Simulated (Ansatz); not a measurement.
Born–Oppenheimer molecular dynamics of a periodic cell of 13 atoms, Tl$_{12}$F (host Tl, host structure hcp, interstitial F). It goes on from the last frame of an earlier run, with new velocities.

Theory: Ansatz 0.2.0, DFT LDA, scalar-relativistic, plane waves, PAW. Settings: cutoff 420 eV, k mesh 3x2x3, fermi-dirac smearing 0.05 eV, no spin polarisation.

```
ensemble        : NVT, Langevin thermostat
time step       : 2 fs
steps asked     : 300
set temperature : 2100 K
friction        : 0.01 /fs
seed            : 831659
```

Frames 10 fs apart, positions in Å.

Velocities at 0.0 fs (Å/ps):

```
Tl -0.66 2.69 -2.06
Tl 2.35 -3.86 -4.23
Tl 1.14 -0.41 0.09
Tl -0.32 3.36 -5.25
Tl 1.89 0.57 -3.28
Tl -2.76 -0.59 3.47
Tl -1.09 -1.80 2.19
Tl -2.56 2.37 0.02
Tl 2.54 1.17 3.50
Tl 0.56 1.57 3.28
Tl -4.43 -4.25 -3.96
Tl 2.78 0.62 6.36
F 5.86 -15.32 -1.46
```

```xyz
13
Lattice="6.9200 0.0000 0.0000 -5.1900 8.9893 0.0000 0.0000 0.0000 5.5325" Properties=species:S:1:pos:R:3 time_fs=0.0 energy_less_start_eV=0.000 T=1938
Tl -0.065 0.626 0.144
Tl -1.386 1.197 2.702
Tl -1.813 3.096 0.494
Tl -0.861 4.466 2.877
Tl -2.517 6.033 0.861
Tl -3.942 8.024 2.549
Tl 3.628 0.037 -0.788
Tl 2.469 2.495 3.363
Tl 1.675 3.054 0.485
Tl 2.121 5.090 2.382
Tl 1.010 6.583 -0.659
Tl -0.732 7.510 2.380
F 3.435 4.570 4.436
13
Lattice="6.9200 0.0000 0.0000 -5.1900 8.9893 0.0000 0.0000 0.0000 5.5325" Properties=species:S:1:pos:R:3 time_fs=10.0 energy_less_start_eV=0.109 T=1556
Tl -0.065 0.661 0.123
Tl -1.370 1.161 2.667
Tl -1.803 3.085 0.492
Tl -0.857 4.484 2.836
Tl -2.495 6.043 0.831
Tl -3.977 8.025 2.585
Tl 3.621 0.011 -0.773
Tl 2.432 2.506 3.360
Tl 1.706 3.078 0.520
Tl 2.137 5.102 2.421
Tl 0.974 6.544 -0.700
Tl -0.717 7.521 2.422
F 3.491 4.429 4.430
13
Lattice="6.9200 0.0000 0.0000 -5.1900 8.9893 0.0000 0.0000 0.0000 5.5325" Properties=species:S:1:pos:R:3 time_fs=20.0 energy_less_start_eV=0.087 T=1826
Tl -0.037 0.695 0.105
Tl -1.354 1.136 2.641
Tl -1.798 3.062 0.484
Tl -0.847 4.480 2.816
Tl -2.486 6.042 0.795
Tl -4.014 8.049 2.618
Tl 3.615 -0.017 -0.741
Tl 2.378 2.499 3.357
Tl 1.734 3.083 0.541
Tl 2.156 5.129 2.467
Tl 0.962 6.512 -0.725
Tl -0.710 7.526 2.442
F 3.538 4.330 4.387
13
Lattice="6.9200 0.0000 0.0000 -5.1900 8.9893 0.0000 0.0000 0.0000 5.5325" Properties=species:S:1:pos:R:3 time_fs=30.0 energy_less_start_eV=-0.030 T=1871
Tl 0.000 0.718 0.061
Tl -1.309 1.125 2.620
Tl -1.797 3.047 0.470
Tl -0.835 4.476 2.798
Tl -2.477 6.033 0.765
Tl -4.036 8.084 2.654
Tl 3.603 -0.037 -0.685
Tl 2.318 2.497 3.352
Tl 1.768 3.073 0.554
Tl 2.167 5.170 2.510
Tl 0.948 6.484 -0.738
Tl -0.693 7.537 2.472
F 3.627 4.247 4.328
13
Lattice="6.9200 0.0000 0.0000 -5.1900 8.9893 0.0000 0.0000 0.0000 5.5325" Properties=species:S:1:pos:R:3 time_fs=40.0 energy_less_start_eV=-0.203 T=1721
Tl 0.043 0.731 0.005
Tl -1.278 1.128 2.610
Tl -1.821 3.025 0.453
Tl -0.834 4.471 2.795
Tl -2.476 6.039 0.725
Tl -4.046 8.115 2.694
Tl 3.585 -0.047 -0.648
Tl 2.250 2.483 3.342
Tl 1.817 3.061 0.562
Tl 2.158 5.207 2.554
Tl 0.928 6.450 -0.749
Tl -0.676 7.549 2.494
F 3.764 4.200 4.261
13
Lattice="6.9200 0.0000 0.0000 -5.1900 8.9893 0.0000 0.0000 0.0000 5.5325" Properties=species:S:1:pos:R:3 time_fs=50.0 energy_less_start_eV=-0.338 T=1471
Tl 0.082 0.743 -0.050
Tl -1.265 1.154 2.614
Tl -1.837 3.010 0.458
Tl -0.830 4.462 2.806
Tl -2.477 6.038 0.680
Tl -4.066 8.139 2.731
Tl 3.577 -0.035 -0.614
Tl 2.190 2.459 3.337
Tl 1.858 3.049 0.568
Tl 2.139 5.234 2.573
Tl 0.901 6.421 -0.756
Tl -0.646 7.558 2.512
F 3.860 4.166 4.172
13
Lattice="6.9200 0.0000 0.0000 -5.1900 8.9893 0.0000 0.0000 0.0000 5.5325" Properties=species:S:1:pos:R:3 time_fs=60.0 energy_less_start_eV=-0.490 T=1653
Tl 0.117 0.741 -0.086
Tl -1.253 1.188 2.615
Tl -1.852 3.008 0.440
Tl -0.842 4.467 2.825
Tl -2.484 6.029 0.632
Tl -4.099 8.164 2.762
Tl 3.572 -0.002 -0.578
Tl 2.124 2.426 3.347
Tl 1.883 3.061 0.579
Tl 2.114 5.250 2.577
Tl 0.881 6.407 -0.740
Tl -0.628 7.562 2.532
F 3.918 4.127 4.069
13
Lattice="6.9200 0.0000 0.0000 -5.1900 8.9893 0.0000 0.0000 0.0000 5.5325" Properties=species:S:1:pos:R:3 time_fs=70.0 energy_less_start_eV=-0.597 T=1814
Tl 0.144 0.737 -0.093
Tl -1.240 1.218 2.627
Tl -1.883 3.012 0.427
Tl -0.844 4.478 2.854
Tl -2.481 6.012 0.600
Tl -4.108 8.182 2.803
Tl 3.549 0.040 -0.548
Tl 2.037 2.391 3.357
Tl 1.913 3.085 0.602
Tl 2.113 5.256 2.589
Tl 0.865 6.418 -0.722
Tl -0.617 7.548 2.537
F 3.984 4.084 3.930
13
Lattice="6.9200 0.0000 0.0000 -5.1900 8.9893 0.0000 0.0000 0.0000 5.5325" Properties=species:S:1:pos:R:3 time_fs=80.0 energy_less_start_eV=-0.672 T=1672
Tl 0.151 0.726 -0.094
Tl -1.218 1.257 2.645
Tl -1.916 3.016 0.412
Tl -0.837 4.483 2.878
Tl -2.476 5.984 0.577
Tl -4.091 8.200 2.839
Tl 3.525 0.077 -0.540
Tl 1.955 2.342 3.370
Tl 1.950 3.120 0.624
Tl 2.130 5.257 2.599
Tl 0.839 6.413 -0.701
Tl -0.616 7.527 2.531
F 4.046 4.062 3.831
13
Lattice="6.9200 0.0000 0.0000 -5.1900 8.9893 0.0000 0.0000 0.0000 5.5325" Properties=species:S:1:pos:R:3 time_fs=90.0 energy_less_start_eV=-0.664 T=1858
Tl 0.141 0.709 -0.095
Tl -1.204 1.275 2.673
Tl -1.954 3.008 0.395
Tl -0.835 4.470 2.895
Tl -2.466 5.962 0.552
Tl -4.072 8.201 2.878
Tl 3.483 0.105 -0.540
Tl 1.869 2.289 3.390
Tl 1.978 3.157 0.625
Tl 2.145 5.241 2.596
Tl 0.797 6.413 -0.678
Tl -0.617 7.531 2.528
F 4.113 4.032 3.716
13
Lattice="6.9200 0.0000 0.0000 -5.1900 8.9893 0.0000 0.0000 0.0000 5.5325" Properties=species:S:1:pos:R:3 time_fs=100.0 energy_less_start_eV=-0.554 T=2341
Tl 0.119 0.709 -0.106
Tl -1.180 1.297 2.705
Tl -1.997 3.003 0.392
Tl -0.831 4.456 2.896
Tl -2.463 5.943 0.531
Tl -4.055 8.187 2.932
Tl 3.441 0.139 -0.538
Tl 1.781 2.230 3.421
Tl 2.001 3.178 0.601
Tl 2.180 5.255 2.592
Tl 0.750 6.418 -0.640
Tl -0.610 7.531 2.521
F 4.142 4.016 3.546
13
Lattice="6.9200 0.0000 0.0000 -5.1900 8.9893 0.0000 0.0000 0.0000 5.5325" Properties=species:S:1:pos:R:3 time_fs=110.0 energy_less_start_eV=-0.534 T=2215
Tl 0.098 0.724 -0.126
Tl -1.153 1.335 2.726
Tl -2.037 3.000 0.404
Tl -0.815 4.447 2.900
Tl -2.466 5.940 0.507
Tl -4.034 8.169 2.987
Tl 3.391 0.157 -0.534
Tl 1.689 2.171 3.435
Tl 2.019 3.192 0.578
Tl 2.221 5.271 2.589
Tl 0.709 6.403 -0.580
Tl -0.608 7.529 2.511
F 4.071 3.973 3.404
```

Of the whole run (600 fs, mean temperature of the second half 2156 K): A run of 0.6 ps of so small a system gives no equilibrium averages. Limits of this set-up: coarse k mesh, odd electron count without spin.

The run took 53 min on 4 threads of Intel(R) Xeon(R) Processor @ 2.50GHz (Skylake/Cascade Lake), on a shared host, peak memory 1.2 GiB.
